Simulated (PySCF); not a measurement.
SMILES c1cc(OC)cc(C)c1 (C₈H₁₀O), GFN2-xTB optimised geometry. Atoms within 1.6 Å of the plane z = 0.8 Å (x, y, z in Å): C1 (-2.79, -1.79, -0.02), O2 (-1.38, -1.72, 0.00), C3 (-0.79, -0.49, 0.00), C4 (-1.48, 0.73, 0.00), C5 (-0.76, 1.91, 0.00), C6 (0.62, 1.90, 0.00), C7 (1.32, 0.70, 0.00), C8 (2.82, 0.67, 0.01), C9 (0.60, -0.49, 0.00), H11 (-3.23, -1.32, 0.87), H12 (-3.03, -2.85, -0.03), H13 (-2.55, 0.76, 0.00), H14 (-1.29, 2.85, 0.00), H15 (1.17, 2.84, 0.00), H16 (3.19, 0.02, -0.79), H17 (3.18, 0.27, 0.96), H18 (3.23, 1.66, -0.13), H19 (1.11, -1.44, 0.00).

Calculation: CAM-B3LYP/def2-SVP run with PySCF 2.14.0.

Map of the electron localisation function on the plane z = 0.8 Å:

```
|000000000000000000000000000|
|000000000000000000000000000|
|000000000000000000000000000|
|000000000010000010000000000|
|000000003762000376100000000|
|000000016985001698200000000|
|000000005886102798100000000|
|000000001676444774001430000|
|000000000255676651004751000|
|000000101366676751014530000|
|000005764577324773224410000|
|000005887675001665458861000|
|000000576675103664389995000|
|000000002477546772189996000|
|000266200156776651049983000|
|001799940134566651002420000|
|001899971453114785000000000|
|000699962786102897100000000|
|000036631687200687100000000|
|000014530266200242000000000|
|000048850022000000000000000|
|000069970000000000000000000|
|000037850000000000000000000|
|000000100000000000000000000|
|000000000000000000000000000|
|000000000000000000000000000|
|000000000000000000000000000|
```
Scale: ten equal steps from 0.000 (start of '0') to 0.999 (end of '9'), in the order '0123456789'; x runs from -5.50 to 5.50, y from -5.50 (bottom) to 5.50 (top).
